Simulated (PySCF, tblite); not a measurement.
Compound: C₈H₁₈Si.
Geometry (GFN2-xTB, Å), atoms numbered from 1 in this order:
```
atom  x, y, z in Å
C1     3.769    0.100   -0.695
C2     2.584   -0.445    0.095
C3     1.436    0.558    0.162
Si4   -0.072   -0.066    1.149
C5    -1.442    1.256    1.146
C6    -2.159    1.292   -0.202
C7    -2.752   -0.061   -0.589
C8    -1.698   -1.115   -0.921
C9    -0.904   -1.558    0.308
H10    4.147    1.010   -0.235
H11    4.577   -0.628   -0.732
H12    3.471    0.333   -1.716
H13    2.236   -1.369   -0.370
H14    2.907   -0.691    1.109
H15    1.140    0.817   -0.857
H16    1.807    1.481    0.612
H17    0.333   -0.405    2.525
H18   -2.172    1.028    1.924
H19   -1.048    2.247    1.371
H20   -2.966    2.031   -0.164
H21   -1.462    1.612   -0.980
H22   -3.397    0.076   -1.462
H23   -3.378   -0.425    0.230
H24   -1.016   -0.713   -1.674
H25   -2.196   -1.983   -1.364
H26   -1.588   -2.039    1.009
H27   -0.179   -2.317    0.015
```

Theory: PBE0/pcSseg-1 in PySCF (dipole) on a GFN2-xTB geometry, gas phase.

Take the most abundant isotopes and a rigid rotor. The values belong to one conformer with, in the numbering `[CH3:1][CH2:2][CH2:3][SiH:4]1[CH2:5][CH2:6][CH2:7][CH2:8][CH2:9]1`, C1–C2–C3–Si4 180°, C2–C3–Si4–C5 -179°, C3–Si4–C5–C6 76°, Si4–C5–C6–C7 57°, C5–C6–C7–C8 -69°, C6–C7–C8–C9 69°.

(1) Give the principal moments of inertia and the rotational constants in MHz.

(2) Classify the top.

(3) Is it planar, by Δ = Ic − Ia − Ib?

(4) Give the other two planar moments, Paa and Pbb, and the rms extents of the mass along the axes.

(5) List the rotational levels J(Ka,Kc) to J = 3 (MHz).

(6) Predict some low-J microwave lines.

Results:

(1) Ia = 221.09, Ib = 693.36, Ic = 744.07 u·Å²; 505379 MHz·u·Å²/I gives A = 2286, B = 728.9, C = 679.2 MHz.

(2) A near-prolate asymmetric top; Ray's κ = -0.938.

(3) Not planar: Δ = Ic − Ia − Ib = -170.38 u·Å². For a rigid frame Δ = −2 Σ m c², so Σ m c² = 85.19 u·Å² lies off the ab plane: 26.52 from hydrogen and 58.67 from heavier atoms. The atom farthest from that plane is 2.24 Å away.

(4) Paa = Σ m a² = (Ib + Ic − Ia)/2 = 608.17 and Pbb = Σ m b² = (Ia + Ic − Ib)/2 = 135.90 u·Å². With the mass M = 142.12 u, the rms extents √(P/M) along a, b and c are 2.07, 0.98, 0.77 Å.

(5) Above 0(0,0):
J = 1: 1(0,1) 1408, 1(1,1) 2965, 1(1,0) 3015
J = 2: 2(0,2) 4223, 2(1,2) 5732, 2(1,1) 5881, 2(2,1) 10552, 2(2,0) 10553
J = 3: 3(0,3) 8443, 3(1,3) 9881, 3(1,2) 10179, 3(2,2) 14776, 3(2,1) 14782, 3(3,1) 22686, 3(3,0) 22686
The levels of one J sum to (2J + 1)J(J + 1)(A + B + C)/3.

(6) The dipole components are |μa| = 0.05 D, |μb| = 0.16 D, |μc| = 0.43 D. Intensities carry the squares of the components, which stand as 0.02 : 0.15 : 1.00 (a : b : c). Some lines, for components of 0.1 D or more:

```json
{"type": "b", "branch": "R", "J(Ka,Kc)": "2(0,2) ← 1(1,1)", "MHz": "1258", "lower level (cm⁻¹)": "0.099"}
{"type": "c", "branch": "Q", "J(Ka,Kc)": "2(1,2) ← 2(0,2)", "MHz": "1508", "lower level (cm⁻¹)": "0.141"}
{"type": "c", "branch": "Q", "J(Ka,Kc)": "1(1,1) ← 1(0,1)", "MHz": "1557", "lower level (cm⁻¹)": "0.047"}
{"type": "b", "branch": "Q", "J(Ka,Kc)": "2(1,1) ← 2(0,2)", "MHz": "1658", "lower level (cm⁻¹)": "0.141"}
{"type": "b", "branch": "R", "J(Ka,Kc)": "1(1,1) ← 0(0,0)", "MHz": "2965", "lower level (cm⁻¹)": "0.000"}
{"type": "b", "branch": "R", "J(Ka,Kc)": "2(1,2) ← 1(0,1)", "MHz": "4324", "lower level (cm⁻¹)": "0.047"}
{"type": "c", "branch": "R", "J(Ka,Kc)": "2(1,1) ← 1(0,1)", "MHz": "4473", "lower level (cm⁻¹)": "0.047"}
{"type": "c", "branch": "Q", "J(Ka,Kc)": "2(2,1) ← 2(1,1)", "MHz": "4671", "lower level (cm⁻¹)": "0.196"}
{"type": "b", "branch": "Q", "J(Ka,Kc)": "2(2,1) ← 2(1,2)", "MHz": "4820", "lower level (cm⁻¹)": "0.191"}
{"type": "c", "branch": "R", "J(Ka,Kc)": "2(2,0) ← 1(1,0)", "MHz": "7538", "lower level (cm⁻¹)": "0.101"}
```

Its GFN2-xTB frequencies are all real (lowest 34 cm⁻¹). Constants of a rigid frame at the computed geometry: no zero-point averaging, no centrifugal distortion. A rigid rotor knows nothing of internal rotation, which can split or shift real lines.
